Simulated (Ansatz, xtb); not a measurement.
HNOSSi: 8 structures ranked

8 gas-phase structures of HNOSSi, found in a search over its isomers (lower ones may exist). Each was relaxed with GFN2-xTB:

A. a singlet given by its coordinates
B. `O=[Si]=NS`, a singlet
C. `O=[Si]1NS1`, a singlet
D. `O=[Si]=[NH+][S-]`, a singlet
E. `N1[Si]OS1`, a singlet
F. a triplet given by its coordinates
G. `[H]/N=[Si]1/OS1`, a singlet
H. the triplet with the links of `O=[SiH]N=S`

A (Å):

```xyz
5

N     0.1100    0.7153    0.2534
O    -1.2003    1.4389   -0.0831
S    -2.0582   -1.5652   -1.5371
Si   -1.1404   -0.1088   -0.5738
H     0.2028    0.7134    1.2637
```

Close contacts (Å): N1–O2 1.53, N1–Si4 1.71, O2–Si4 1.62, S3–Si4 1.97, N1–H5 1.01.

F (Å):

```xyz
5

N    -1.1915    0.0479   -0.6593
O     0.3102    0.6408    1.7688
S    -0.8259    1.3915   -1.5674
Si   -0.5993   -0.2504    0.9637
H    -1.8045   -0.6171   -1.1169
```

Close contacts (Å): N1–S3 1.66, N1–Si4 1.75, O2–Si4 1.51, N1–H5 1.01.

Question: Estimate their order in r2SCAN-D4/def2-SVP energy at these geometries, lowest first.

Answer: Calculated order at r2SCAN-D4/def2-SVP: C (0.0), E (7.7), H (9.4), A (16.7), G (17.8), F (19.0), B (28.4), D (34.3) kcal/mol.

Energies above the lowest of each column, in kcal/mol; the last columns are at B3LYP/6-31G* geometries and were run for some of them only (a dash: not run or not comparable):

| structure | GFN2-xTB | HF/STO-3G | r2SCAN-D4/def2-SVP | B3LYP/6-31G* | CCSD(T)/def2-TZVPP |
| --- | --- | --- | --- | --- | --- |
| C | 6.9 | 68.1 | 0.0 | 0.0 | 0.0 |
| E | 34.0 | 0.0 | 7.7 | 4.8 | 9.3 |
| H | – | 42.7 | 9.4 | 7.7 | – |
| A | 39.4 | 57.0 | 16.7 | 15.7 | – |
| G | 28.5 | 77.0 | 17.8 | – | – |
| F | – | 37.0 | 19.0 | – | – |
| B | 0.0 | 99.8 | 28.4 | – | – |
| D | 25.2 | 111.7 | 34.3 | – | – |

CCSD(T)/def2-TZVPP puts C lowest of those it was run on; GFN2-xTB picks B, HF/STO-3G picks E. Some further structures that were screened fall inside this span and aren't listed. Flexible structures stand in one conformer each, not always the lowest. Frequencies (B3LYP/6-31G*) were run for C, E alone. GFN2-xTB has no spin polarisation and isn't compared across spin states. Open shells are spin-unrestricted, some with notable spin contamination. Large T1 diagnostics make some coupled-cluster values less sure.

Over these structures GFN2-xTB departs from r2SCAN-D4/def2-SVP by 15.7 kcal/mol on average once a common shift is removed. A GFN2-xTB relaxation took about 0.079 s and the r2SCAN-D4/def2-SVP energy about 1.8 s on a shared host (Ansatz 0.2.0, xtb 6.7.1 (Pople sets with spherical d functions)).
